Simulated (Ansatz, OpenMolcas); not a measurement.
# InF (SMILES [F][In]): methods side by side

The species is InF (2 atoms), meant as a singlet with charge 0. As SMILES, `[F][In]`. The coordinates come from a PBE0-D4/def2-TZVP relaxation.

```tsv
atom	x (Å)	y (Å)	z (Å)
F	0.0000	0.0000	0.0159
In	0.0000	0.0000	2.0096
```

Quantity: the electronic atomisation energy, in eV. The values are calculated. Electronic energies at fixed atoms, without zero-point motion or spin-orbit coupling.

```tsv
level	kind	program	value (eV)	less CCSD(T)/def2-TZVPP
HF/def2-TZVPP (core potential)	Hartree–Fock	OpenMolcas	3.65	-1.76
SVWN5/def2-TZVPP (core potential)	LDA	OpenMolcas	6.59	+1.18
PBE/def2-TZVPP (core potential)	GGA	OpenMolcas	5.78	+0.37
M06-L/def2-TZVPP (core potential)	meta-GGA	OpenMolcas	5.66	+0.25
PBE0/def2-TZVPP (core potential)	global hybrid	OpenMolcas	5.41	0.00
CCSD(T)/def2-TZVPP (core potential), open shells restricted	coupled cluster or CI	OpenMolcas	5.41	0.00
FCI/STO-3G	exact in the basis	Ansatz	4.33	-1.08
```

CCSD(T)/def2-TZVPP (core potential), open shells restricted is the highest level here, not the true value. All-electron rows without a relativistic Hamiltonian named are non-relativistic, while core potentials hold scalar relativity, so basis and relativity change together. The values span 3.65 to 6.59 eV. High-level rows in very small sets aren't better than simpler rows in larger ones. In the correlated wave-function rows the outer d shell of In is correlated, in sets not made for it.
